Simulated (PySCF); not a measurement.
H4OSi. Atoms are numbered in the order given.

```xyz
6

Si    -0.0090     0.5330     0.0000
O      0.1123    -1.1153     0.0000
H     -0.7277     1.0286     1.2003
H     -0.7277     1.0286    -1.2003
H      1.3776     1.0383     0.0000
H     -0.6945    -1.6354     0.0000
```
Charge 0, spin multiplicity 1.

Geometry optimised at B3LYP-D3(BJ)/def2-TZVP.

These are PySCF with PBE0/pcSseg-2 values and carry that method's errors.

GIAO shieldings, no solvent; atoms alike by connectivity are averaged. δ = σ(ref) − σ: ²⁹Si against TMS (σ = 341.9 ppm); ¹⁷O against H2O (σ = 327.8 ppm); ¹H against TMS (σ = 31.54 ppm), references at their B3LYP-D3(BJ)/def2-TZVP geometries, non-relativistic.

| atoms | nucleus | count | δ (ppm) |
|---|---|---|---|
| Si1 | ²⁹Si | 1 | -35.1 |
| O2 | ¹⁷O | 1 | 2.7 |
| H3, H4, H5 | ¹H | 3 | [?] |
| H6 | ¹H | 1 | [?] |

Question: Complete the blanks. (An estimate is asked for; the answer gives what the named calculation found.)

Answer: 
- H6, δ (ppm): 0.51
- H3, H4, H5, δ (ppm): 5.19
